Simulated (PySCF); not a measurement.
Molecule: sum formula HB2O2 (charge +1, singlet). It need not be the lowest isomer of its formula. 
Coordinates optimised at B3LYP-D3(BJ)/def2-TZVP (Ansatz):
```xyz
5

O      0.0000     0.0000    -1.9166
B      0.0000     0.0000    -0.7007
B      0.0000     0.0000     0.9380
O      0.0000     0.0000     2.1292
H      0.0000     0.0000    -2.8868
```
Charge +1, spin multiplicity 1.

Dispersion corrections to the total energy (kcal/mol) from the dftd3 and dftd4 libraries through PySCF: D3(BJ) without and D4 with the three-body term, each with the damping fitted for the functional named.

```
functional  D3(BJ)          D4
----------  ------  ----------
r2SCAN       -0.41  (withheld)
B2PLYP       -1.33  (withheld)
PW6B95       -0.82  (withheld)
PBE0         -1.35       -1.10
BLYP         -3.45       -2.97
CAM-B3LYP    -1.24       -1.11
B3LYP        -2.83       -2.14
```

Q: Fill in the missing entries.

A: 
- r2SCAN, D4: -0.31
- B2PLYP, D4: -0.91
- PW6B95, D4: -1.22
